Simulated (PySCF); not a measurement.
UHF on Cl(2+) (chlorine, charge +2)

Configuration: [Ne] 3s1 3p4, high-spin 4P determinant (an excited configuration). Computed with PySCF 2.14 in dyall-acv3z (19s12p6d4f, 113 functions), with the non-relativistic Hamiltonian (point nucleus).

```
Total energy                                                  : -457.755600 hartree
One-electron energy                                           : -617.6416 hartree
Hartree (Coulomb) energy                                      : 186.7874 hartree
Exchange energy                                               : -26.9014 hartree
Kinetic energy                                                : 457.75497 hartree
⟨S²⟩                                                          : 3.7548
⟨L²⟩                                                          : 2.014
Sum of ⟨r⟩                                                    : 11.34 bohr
Sum of ⟨r²⟩                                                   : 16.01 bohr²
Traceless quadrupole moment −½Σ⟨3z² − r²⟩ along its main axis : -1.15 e·bohr²
Density at the nucleus (Gaussians lack the cusp)              : 3200 bohr⁻³
Spin density at the nucleus                                   : 13.8 bohr⁻³
Langevin diamagnetic susceptibility                           : -12.7 ×10⁻⁶ cm³/mol
```

```
shell  electrons  mean orbital energy (hartree)  spread (hartree)  rms radius, mean of both spins (bohr)
 1s α          1                     -105.99334                 0                                  0.106
 1s β          1                     -105.93462                 0                                  0.106
 2s α          1                      -11.69260                 0                                  0.481
 2s β          1                      -11.61389                 0                                  0.481
 2p α          3                       -9.16963           0.02688                                  0.451
 2p β          3                       -9.09422           0.02641                                  0.451
 3s α          1                       -2.14863                 0                                   1.54
 3p α          3                       -1.48728           0.07661                                   1.73
 3p β          1                       -1.23321                 0                                   1.73
```

Spin-orbit constants ζ (cm⁻¹) from the X2C one-electron operator on these orbitals (non-relativistic here): bare nucleus, nucleus screened by l(l+1)(2l+1)/3 electrons, and screened by the Breit-Pauli mean field of the electrons.

| shell | bare | screened nucleus | mean field |
| --- | --- | --- | --- |
| 2p | 9896 | 8732 | 8201 |
| 3p | 899.8 | 794.0 | 738.4 |

To first order the Landé constant is A = -246.1 cm⁻¹, so the lowest level has J = 5/2 and lies 0.0458 eV below the centre of the term. This holds in LS coupling only.
